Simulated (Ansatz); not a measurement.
Ideal-gas functions of ClFH3Si2, SMILES `F[Si]([SiH3])Cl` radical at 500 K and 1 bar, from an Ansatz frequency run at PBE0-D4/def2-TZVP.

Molar mass 113.65 g/mol, point group C1 (symmetry number 1), electronic degeneracy 2, moments of inertia 115.668, 234.067, 325.432 u Å². Harmonic wavenumbers (cm⁻¹, unscaled): 93, 106, 171, 236, 380, 495, 508, 565, 845, 880, 927, 931, 2218, 2240, 2247.

Use S(trans) = R[1.5 ln M + 2.5 ln T − 1.1517]; rotational temperatures θ = 24.2544 K / I; S(rot) = R[ln(√π/σ · √(T³/θAθBθC)) + 1.5]; for each mode x = 1.438777 ν̃/T, S = R[x/(eˣ − 1) − ln(1 − e⁻ˣ)] and H = RT x/(eˣ − 1); 1 cm⁻¹ = 0.0119627 kJ/mol; R = 8.31446 J/(mol·K).

By hand: the entropy, in J/(mol·K).

Translation 178.6. Rotation: θ = 0.2097, 0.1036, 0.0745 K, giving 121.5. Vibration, mode by mode: 19.30, 18.22, 14.29, 11.69, 7.97, 6.04, 5.86, 5.13, 2.71, 2.51, 2.25, 2.23, 0.10, 0.10, 0.10, in all 98.5. Electronic 5.8. Sum 404.4 J/(mol·K).

By hand: H − E and G − E in kJ/mol, counted from the electronic energy.

Zero-point energy ½ × 12842 × 0.0119627 = 76.8; thermal vibration 24.6; translation, rotation and pV give 4 RT = 16.6. H − E = 118.0 kJ/mol, and G − E = 118.0 − 500 × 404.4/1000 = -84.2 kJ/mol.

Vibration gives 24 % of the entropy, 37.5 J/(mol·K) of it from the modes under 150 cm⁻¹: soft modes count most, and the harmonic formula is weakest for them. The sum counts one conformer and one mirror image; others add a mixing term.
